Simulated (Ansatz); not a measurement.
```yaml
crystal:
  periodic: [false, false, false]
  atoms:
    - {symbol: C, position_ang: [-0.136810, -1.308909, 1.039339]}
    - {symbol: Se, position_ang: [1.436170, -0.566511, 0.141555]}
    - {symbol: Ge, position_ang: [0.287956, 1.126422, -0.936887]}
    - {symbol: Cl, position_ang: [-1.242357, 0.373013, -2.227767]}
    - {symbol: Cl, position_ang: [1.652905, 2.274478, -2.096603]}
    - {symbol: Cl, position_ang: [-0.709390, 2.428758, 0.436184]}
    - {symbol: H, position_ang: [-0.858012, -1.657574, 0.303904]}
    - {symbol: H, position_ang: [-0.575743, -0.565672, 1.700805]}
    - {symbol: H, position_ang: [0.233781, -2.150404, 1.622369]}
basis:
  gaussian: {orbitals: cc-pVTZ-DK}
magnetization: {spin_polarized: true, initial_magnetization: 1}
hamiltonian: {xc: {name: wPBEh}}
output: {forces: true}
```

```sh
$ ansatz run in.yaml --threads 4 --pin off --events-out ev --progress --plain --max-ram 11315MiB
```

It prints (some lines left out):

```
Error: a molecule whose nuclei and cores have a total charge of 126 cannot have a net charge of 0 together with 1 unpaired electrons
```

(1) Something in this input is off. What?

Results:

(1) The number of unpaired electrons doesn't fit the electron count. The program refused the input.
